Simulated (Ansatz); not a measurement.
Reaction (formal exchange of groups at a B–C bond): `BCC(O)[SiH3]` + `B[SiH2]F` → `BB[SiH2]F` + `CC(O)[SiH3]`

Calculated with Ansatz (gas phase, PBE0-D4/def2-TZVP geometries, no zero-point term in ΔE). CCSD(T)/CBS is the MP2 limit (def2-TZVPP, def2-QZVPP) plus CCSD(T) − MP2 in def2-TZVPP, frozen cores. Functionals use def2-TZVPP. Each species was taken in one conformer, which may not be the lowest.

| level | ΔE (kJ/mol) |
| --- | --- |
| ωB97M-V | -17.8 |
| PBE0 | -27.9 |

Problem. What does CCSD(T)/CBS give? (Estimate.)

Solution. The calculation gave: -15.6 kJ/mol. The listed levels differ from it by -2.2, -12.3 kJ/mol.

Largest T1 diagnostic among the species: 0.014.

From PBE to PBE0 (25 % exact exchange), in def2-TZVPP and without D4, ΔE moves by +6.3 kJ/mol.
